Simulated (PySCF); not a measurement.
CrO2F2, SMILES [Cr]([F])([F])(=[O])=[O], multiplicity 1.

Geometry optimised at B3LYP-D3(BJ)/def2-SVP. The multiplicity is an assumed one; other spin states were not compared. The isomer is the one that the SMILES or the coordinates give; other isomers of the formula were not compared.

Calculation: PySCF with ωB97X/def2-TZVP.

Symmetry labels are those of the subgroup C2v that the program uses (full group C2v).

Computed valence orbital energies around the gap with their symmetry:
```
orbital  symmetry  energy (eV)
-------  --------  -----------
HOMO−7         B2       -17.24
HOMO−6         A1       -16.02
HOMO−5         B1       -15.63
HOMO−4         B2       -15.35
HOMO−3         A1       -14.58
HOMO−2         A2       -14.26
HOMO−1         B1       -14.14
HOMO           B2       -13.04
LUMO           A1        -2.83
LUMO+1         A2        -2.42
LUMO+2         B1        -1.56
LUMO+3         A1        -0.72
```
